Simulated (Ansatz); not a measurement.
Mulliken charges of CH₅FGeSSi, SMILES `F[SiH]1C[S][GeH2]1` from B3LYP/def2-TZVPP in Ansatz (PBE0-D4/def2-TZVP geometry).

```
atom   x (Å)   y (Å)   z (Å)  charge (e)
  F1  -2.491  -0.171  -0.139      -0.321
 Si2  -1.004   0.032   0.423       0.527
  C3   0.186  -1.393   0.179      -0.254
  S4   1.713  -0.373   0.299      -0.253
 Ge5   0.615   1.384  -0.617       0.124
  H6  -1.110   0.375   1.861      -0.076
  H7   0.189  -2.144   0.970       0.120
  H8   0.127  -1.888  -0.790       0.128
  H9   1.094   2.723  -0.036       0.007
 H10   0.763   1.403  -2.149      -0.001
```

**Question.** By hand: the dipole of these point charges (1 e Å = 4.8032 D).

**Answer.** Σ q r = (-0.004, 0.182, -0.054) e Å, of length 0.190 e Å = 0.91 D.

**Question.** How does the dipole of the full density compare? (An estimate is asked.)

**Answer.** The calculation gave: (-0.038, 0.032, -0.042) e Å, 0.31 D; the point charges give 2.94 times that, at 48° from its direction.

Point charges leave out the atoms' own dipoles, such as those of lone pairs, and Mulliken's split depends on the basis, so the two needn't agree.

B3LYP here is the variant with VWN-RPA as its local correlation; programs differ in this.
